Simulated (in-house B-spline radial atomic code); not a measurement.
How numerical settings move a run on Ar IV (Ar3+), [Ne] 3s2 3p3. Computed with a B-spline radial code for spherical atoms: scalar-relativistic (X2C) LDA exchange-only, spin-polarised, spherical fractional occupations, Fermi nucleus of rms radius 3.4274 fm.

Command:
```bash
python run_scf.py task.json out
```
Settings of the sound reference run:
```
Z                18
electrons        15
configuration    [Ne] 3s2 3p3
hamiltonian      x2c
method           lda,
spin_polarised   True
nucleus          fermi
rms_radius       3.4274
mass_number      40
atomic_mass      39.96238
speed_of_light   137.036
knot_spacing     0.22
spline_order     8
gauss_points     12
box_radius       16.22
max_iterations   70
damping          0.5
damped_steps     3
diis_vectors     10
tolerance        1e-08
start            Thomas-Fermi
```

Time taken, with all properties: 0.23 s on 1 thread of Arm Neoverse V1, with other jobs on the host.

It converges in 9 iterations to -523.404833 hartree, with 3p up at -50.3558 eV. The other runs change the listed settings, some to values that make no sense; their results aren't properties of the atom or ion. Radii are in bohr (the nuclear one in fm), a minus after a letter asks for a j subshell, and «unchanged» means within 1e-8 hartree. The run stops when the residual is below 10 × tolerance × max(1, Z/10), or a noise floor if that is larger, and the energy moves by less than 1e-8 × √|E| hartree; so very loose and very tight tolerances often act alike.

| changed settings | outcome |
| --- | --- |
| gauss_points = 5 | converged in 9 iterations, energy -2.67e-08 hartree from the reference |
| gauss_points = 3 | converged in 18 iterations, energy -4.29e+04 hartree from the reference, 3p up level +7.4e+00 eV |
| first_knot = 5.56e-06 | converged in 8 iterations, energy +2.59e-07 hartree from the reference, 3p up level +1.7e-06 eV |
| first_knot = 0.0167 | converged in 9 iterations, energy +3.04e-03 hartree from the reference, 3p up level -7.4e-05 eV |
| first_knot = 0.167 | converged in 9 iterations, energy +3.52e-01 hartree from the reference, 3p up level -8.6e-03 eV |
| knot_spacing = 0.75, spline_order = 4, max_iterations = 2, start = bare nucleus | not converged after 2 iterations, last residual 2.0e+00, last energy +8.38e+00 hartree from the reference |
| first_knot = 0.000556 | converged in 9 iterations, energy -2.33e-05 hartree from the reference, 3p up level +6.0e-07 eV |
| gauss_points = 4 | converged in 9 iterations, energy -9.84e-08 hartree from the reference |
| hamiltonian = dirac, method = hf | stopped with error: spin polarisation is not served with the Dirac Hamiltonian |
| damping = 0.95 | converged in 9 iterations, energy unchanged, 3p up level -9.5e-07 eV |
| knot_spacing = 0.55, box_radius = 64.88, max_iterations = 100 | converged in 9 iterations, energy +6.41e-03 hartree from the reference, 3p up level -1.3e-02 eV |
| first_knot = 0.0556 | converged in 9 iterations, energy +3.95e-02 hartree from the reference, 3p up level -9.6e-04 eV |
| gauss_points = 6 | converged in 9 iterations, energy -1.23e-08 hartree from the reference, 3p up level -3.8e-07 eV |
| damping = 0 | converged in 9 iterations, energy unchanged, 3p up level -4.3e-07 eV |
| gauss_points = 8, first_knot = 5.56e-06, max_iterations = 100, damping = 0.8, diis_vectors = 20 | converged in 9 iterations, energy +2.73e-07 hartree from the reference |
| gauss_points = 8 | converged in 9 iterations, energy +6.72e-08 hartree from the reference |

Question: What happens with damping = 0.8?

Answer: Converged in 9 iterations, energy unchanged, 3p up level -8.2e-07 eV.

Question: What happens with first_knot = 5.56e-05?

Answer: Converged in 9 iterations, energy +1.57e-07 hartree from the reference.

Question: What happens with first_knot = 0.00556?

Answer: Converged in 9 iterations, energy -2.63e-04 hartree from the reference, 3p up level +6.4e-06 eV.

Question: What happens with spline_order = 3, max_iterations = 2, damped_steps = 8, start = bare nucleus?

Answer: Not converged after 2 iterations, last residual 7.5e-01, last energy +7.98e+00 hartree from the reference.
